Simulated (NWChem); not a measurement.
System meant: C₂H₂BF₃; SMILES FC(=C)B(F)F

NWChem input:

```
start job
memory heap 200 mb stack 700 mb global 900 mb
geometry units angstroms noautoz
  C     -1.245715     1.444651     0.000000
  C     -0.087799     0.779808     0.000000
  F      1.083864     1.464277     0.000000
  B      0.045106    -0.769998     0.000000
  F      1.225875    -1.362381     0.000000
  F     -1.042773    -1.528934     0.000000
  H     -2.180421     0.895722     0.000000
  H     -1.284034     2.529786     0.000000
end
basis spherical
  C library def2-svp
  F library def2-svp
  B library def2-svp
  H library def2-svp
end
dft
  xc b3lyp
  iterations 4
  mulliken
end
task dft energy
```

End of the output:

```
    Atom       Charge   Shell Charges
 -----------   ------   -------------------------------------------------------
    1 C    6     6.04   1.97  0.61  0.31  1.89  1.21  0.07
    2 C    6     5.96   1.97  0.62  0.31  1.82  1.08  0.16
    3 F    9     9.07   1.98  1.02  0.73  3.21  2.12  0.01
    4 B    5     5.13   1.96  0.50  0.21  1.36  0.58  0.53
    5 F    9     8.93   1.98  0.98  0.70  3.21  2.06  0.01
    6 F    9     8.94   1.98  0.98  0.70  3.21  2.07  0.01
    7 H    1     0.95   0.62  0.26  0.07
    8 H    1     0.96   0.62  0.27  0.07

 center of mass
 --------------
 x =   0.09683065 y =  -0.11131019 z =   0.00000000

 moments of inertia (a.u.)
 ------------------
         593.632763131967          -0.000000000000           0.000000000000
          -0.000000000000         344.356952957408           0.000000000000
           0.000000000000           0.000000000000         937.989716089375

     Multipole analysis of the density
     ---------------------------------

     L   x y z        total         alpha         beta         nuclear
     -   - - -        -----         -----         ----         -------
     0   0 0 0     -0.000000    -23.000000    -23.000000     46.000000

     1   1 0 0     -0.572294     -0.286147     -0.286147     -0.000000
     1   0 1 0      0.286256      0.143128      0.143128      0.000000
     1   0 0 1     -0.000000     -0.000000     -0.000000      0.000000

     2   2 0 0    -24.381334   -101.007789   -101.007789    177.634244
     2   1 1 0     -1.821428      5.243936      5.243936    -12.309301
     2   1 0 1      0.000000      0.000000      0.000000      0.000000
     2   0 2 0    -24.675292   -161.052475   -161.052475    297.429657
     2   0 1 1     -0.000000     -0.000000     -0.000000      0.000000
     2   0 0 2    -22.995548    -11.497774    -11.497774      0.000000

 ------------------------------------------------------------------------
 dft energy failed                                                                                  0
 ------------------------------------------------------------------------
 ------------------------------------------------------------------------
  current input line :
    24: task dft energy
 ------------------------------------------------------------------------
 ------------------------------------------------------------------------
 This type of error is most commonly associated with calculations not reaching convergence criteria
 ------------------------------------------------------------------------
 For more information see the NWChem manual at https://nwchemgit.github.io

0:dft energy failed:Received an Error in Communication
```

Problem. Can this run be used? If not, why, and what is the fix?

Solution. Convergence was not reached. Cause: the SCF was allowed too few iterations. This input runs:
```
start job
memory heap 200 mb stack 700 mb global 900 mb
geometry units angstroms noautoz
  C     -1.245715     1.444651     0.000000
  C     -0.087799     0.779808     0.000000
  F      1.083864     1.464277     0.000000
  B      0.045106    -0.769998     0.000000
  F      1.225875    -1.362381     0.000000
  F     -1.042773    -1.528934     0.000000
  H     -2.180421     0.895722     0.000000
  H     -1.284034     2.529786     0.000000
end
basis spherical
  * library def2-svp
end
dft
  xc b3lyp
  iterations 150
  mulliken
end
task dft energy
```
It converges to -401.59251 Ha (B3LYP/def2-SVP).
